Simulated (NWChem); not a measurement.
System: C₅H₁₁Si, doublet; SMILES [Si](C)(C)(C=[CH])C

NWChem printed, in part:

```
             Northwest Computational Chemistry Package (NWChem) 7.3.0
             --------------------------------------------------------

 C1  symmetry detected

                             Geometry "geometry" -> ""
                             -------------------------

 Output coordinates in angstroms (scale by  1.889725989 to convert to a.u.)

  No.       Tag          Charge          X              Y              Z
 ---- ---------------- ---------- -------------- -------------- --------------
    1 C                    6.0000     0.18068620    -2.55306420     0.00000364
    2 C                    6.0000     0.84725672    -1.41281751     0.00026016
    3 Si                  14.0000     0.00333886     0.29682429     0.00003141
    4 C                    6.0000     0.55504766     1.23493493    -1.54926701
    5 C                    6.0000    -1.87199060     0.06714538     0.00336370
    6 C                    6.0000     0.56024700     1.23784057     1.54566814
    7 H                    1.0000    -0.87869510    -2.85401776    -0.00025762
    8 H                    1.0000     1.95925956    -1.42165080     0.00060461
    9 H                    1.0000     0.10686773     2.25002413    -1.57683397
   10 H                    1.0000     0.24852891     0.69828178    -2.46994919
   11 H                    1.0000     1.65805705     1.35038564    -1.57363031
   12 H                    1.0000    -2.20894576    -0.49316603    -0.89249690
   13 H                    1.0000    -2.20616860    -0.48945330     0.90256366
   14 H                    1.0000    -2.38541139     1.05055778     0.00207535
   15 H                    1.0000     1.66323769     1.35423393     1.56561072
   16 H                    1.0000     0.11135609     2.25260169     1.57333876
   17 H                    1.0000     0.25768787     0.70242789     2.46836335

 Effective nuclear repulsion energy (a.u.)     286.8056948241

                                 NWChem DFT Module
                                 -----------------

 Summary of "ao basis" -> "ao basis" (spherical)
 ------------------------------------------------------------------------------
       Tag                 Description            Shells   Functions and Types
 ---------------- ------------------------------  ------  ---------------------
 C                           6-31g*                  6       14   3s2p1d
 Si                          6-31g*                  8       18   4s3p1d
 H                           6-31g*                  2        2   2s

            General Information
            -------------------
          SCF calculation type: DFT
          Wavefunction type:  spin polarized.
          No. of atoms     :    17
          No. of electrons :    55
           Alpha electrons :    28
            Beta electrons :    27
          Charge           :     0
          Spin multiplicity:     2
          Use of symmetry is: off; symmetry adaption is: off
          Maximum number of iterations: 150
          AO basis - number of functions:   110
                     number of shells:    60
          Convergence on energy requested:  1.00D-06
          Convergence on density requested:  1.00D-05
          Convergence on gradient requested:  5.00D-04

              XC Information
              --------------
                      r^2SCAN Method XC Functional
               r^2SCAN metaGGA Exchange Functional  1.000
                     r^2SCAN Correlation Potential  1.000

             Grid Information
             ----------------
          Grid used for XC integration:  xcoarse
          Radial quadrature: Mura-Knowles
          Angular quadrature: Lebedev.
          Tag              B.-S. Rad. Rad. Pts. Rad. Cut. Ang. Pts.
          ---              ---------- --------- --------- ---------
          C                   0.70       21          11.0       194
          Si                  1.10       42           8.0       194
          H                   0.35       21          12.0       194
          Grid pruning is: on
          Number of quadrature shells:   378
          Spatial weights used:  Erf1

      Superposition of Atomic Density Guess
      -------------------------------------

 Sum of atomic energies:        -482.59913619

      Non-variational initial energy
      ------------------------------

 Total energy =    -485.902361
 1-e energy   =   -1228.248747
 2-e energy   =     455.540692
 HOMO         =      -0.135299
 LUMO         =       0.022817

     ---------------------------------------------
      Total Density - Mulliken Population Analysis
     ---------------------------------------------

    Atom       Charge   Shell Charges
 -----------   ------   -------------------------------------------------------
    1 C    6     6.22   2.00  0.76  1.70  0.70  1.04  0.03
    2 C    6     6.54   2.00  0.74  1.94  0.65  1.18  0.03
    3 Si  14    13.06   2.00  2.00  5.97  0.93  1.46  0.17  0.36  0.17
    4 C    6     6.99   2.00  0.72  2.09  0.73  1.43  0.02
    5 C    6     6.99   2.00  0.72  2.09  0.73  1.44  0.02
    6 C    6     6.99   2.00  0.72  2.09  0.73  1.43  0.02
    7 H    1     0.77   0.44  0.33
    8 H    1     0.75   0.44  0.31
    9 H    1     0.74   0.45  0.30
   10 H    1     0.74   0.45  0.29
   11 H    1     0.74   0.45  0.29
   12 H    1     0.74   0.45  0.29
   13 H    1     0.74   0.45  0.29
   14 H    1     0.74   0.45  0.29
   15 H    1     0.74   0.45  0.29
   16 H    1     0.74   0.45  0.30
   17 H    1     0.74   0.45  0.29

     --------------------------------------------
      Spin Density - Mulliken Population Analysis
     --------------------------------------------

    Atom       Charge   Shell Charges
 -----------   ------   -------------------------------------------------------
    1 C    6     0.68   0.00  0.02  0.34  0.05  0.28  0.00
    2 C    6     0.07   0.00  0.00  0.05  0.01  0.01  0.01
    3 Si  14     0.10   0.00  0.00  0.00  0.02  0.07  0.00  0.01  0.00
    4 C    6     0.02   0.00  0.00  0.01  0.00  0.00  0.00
    5 C    6     0.00   0.00  0.00  0.00 -0.00  0.00  0.00
    6 C    6     0.02   0.00  0.00  0.01  0.00  0.00  0.00
    7 H    1     0.05   0.02  0.02
    8 H    1     0.05   0.03  0.02
    9 H    1     0.01   0.00  0.00
   10 H    1    -0.00   0.00 -0.00
   11 H    1    -0.00   0.00 -0.00
   12 H    1     0.00   0.00  0.00
   13 H    1     0.00   0.00  0.00
   14 H    1     0.00   0.00  0.00
   15 H    1    -0.00   0.00 -0.00
   16 H    1     0.01   0.00  0.00
   17 H    1    -0.00   0.00 -0.00

   convergence    iter        energy       DeltaE   RMS-Dens  Diis-err
 ---------------- ----- ----------------- --------- --------- ---------
 d= 0,ls=0.0,diis     1   -486.3572400026 -7.73D+02  3.25D-03  1.02D-01
                                                     2.81D-03  9.57D-02
 d= 0,ls=0.0,diis     2   -486.3996779429 -4.24D-02  1.49D-03  1.67D-02
                                                     1.41D-03  1.80D-02
 d= 0,ls=0.0,diis     3   -486.4003456841 -6.68D-04  9.74D-04  1.75D-02
                                                     8.11D-04  1.49D-02
 d= 0,ls=0.0,diis     4   -486.4081313285 -7.79D-03  2.99D-04  2.05D-03
                                                     3.52D-04  2.68D-03
 d= 0,ls=0.0,diis     5   -486.4095279331 -1.40D-03  1.16D-04  1.65D-04
                                                     6.46D-05  6.80D-05
  Resetting Diis
 d= 0,ls=0.0,diis     6   -486.4096292773 -1.01D-04  6.63D-05  1.56D-05
                                                     5.22D-05  1.55D-05
 d= 0,ls=0.0,diis     7   -486.4096554058 -2.61D-05  4.51D-05  6.09D-06
                                                     4.26D-05  5.34D-06
 d= 0,ls=0.0,diis     8   -486.4096662331 -1.08D-05  2.37D-05  5.97D-06
                                                     2.01D-05  5.96D-06
 d= 0,ls=0.0,diis     9   -486.4096718304 -5.60D-06  4.73D-05  1.14D-06
                                                     4.95D-05  1.22D-06
 d= 0,ls=0.0,diis    10   -486.4096783967 -6.57D-06  1.35D-05  6.20D-07
                                                     7.17D-06  3.98D-07
 d= 0,ls=0.0,diis    11   -486.4096788636 -4.67D-07  1.75D-06  8.94D-08
                                                     3.34D-06  9.55D-08

[...]

                         DFT ENERGY GRADIENTS

    atom               coordinates                        gradient
                 x          y          z           x          y          z
   1 C       0.341447  -4.824592   0.000007    0.001539  -0.004224  -0.000004
   2 C       1.601083  -2.669838   0.000492    0.000362   0.002260  -0.000003
   3 Si      0.006310   0.560917   0.000059   -0.001152   0.002910   0.000017
   4 C       1.048888   2.333689  -2.927690   -0.000503  -0.001593   0.002297
   5 C      -3.537549   0.126886   0.006356    0.002174   0.000271  -0.000004
   6 C       1.058713   2.339179   2.920889   -0.000497  -0.001588  -0.002276
   7 H      -1.660493  -5.393312  -0.000487   -0.006944  -0.002602  -0.000002
   8 H       3.702464  -2.686530   0.001143    0.006352   0.001739   0.000007
   9 H       0.201951   4.251929  -2.979784   -0.002344   0.004428   0.000377
  10 H       0.469652   1.319561  -4.667527   -0.001780  -0.002857  -0.004126
  11 H       3.133273   2.551859  -2.973730    0.005176   0.000169   0.000628
  12 H      -4.174302  -0.931949  -1.686575   -0.000873  -0.002773  -0.004474
  13 H      -4.169054  -0.924933   1.705598   -0.000859  -0.002753   0.004486
  14 H      -4.507774   1.985266   0.003922   -0.001707   0.004868  -0.000010
  15 H       3.143063   2.559131   2.958575    0.005165   0.000172  -0.000653
  16 H       0.210432   4.256800   2.973179   -0.002350   0.004422  -0.000379
  17 H       0.486959   1.327396   4.664530   -0.001759  -0.002848   0.004119
```

Level: r2SCAN/6-31G* (spherical d), spin-unrestricted. Coordinates come from a PBE-D3(BJ)/def2-SVP, spin-unrestricted optimisation. No frequency run checked for a minimum. No stability test was run on the SCF state.

Which NWChem input produces such a log?

Several could match; the one computed here: the input that was run:
```
start job
memory heap 200 mb stack 900 mb global 1100 mb
geometry units angstroms noautoz
  C      0.083918    -2.556413    -0.022863
  C      0.794447    -1.443283     0.000990
  Si     0.018161     0.298109     0.003531
  C      0.634052     1.228735    -1.525970
  C     -1.864468     0.142244    -0.028691
  C      0.583395     1.201564     1.568437
  H     -0.986242    -2.815508    -0.044981
  H      1.905066    -1.495789     0.020915
  H      0.226475     2.260863    -1.550951
  H      0.323484     0.713446    -2.457437
  H      1.740992     1.301003    -1.529620
  H     -2.206818    -0.395728    -0.936125
  H     -2.236358    -0.409452     0.858646
  H     -2.338939     1.145030    -0.028881
  H      1.689552     1.274347     1.609093
  H      0.174096     2.232859     1.598666
  H      0.243498     0.669568     2.480043
end
basis spherical
  C library 6-31g*
  Si library 6-31g*
  H library 6-31g*
end
dft
  odft
  mult 2
  xc r2scan
  grid xcoarse
  iterations 150
  mulliken
end
task dft gradient
```
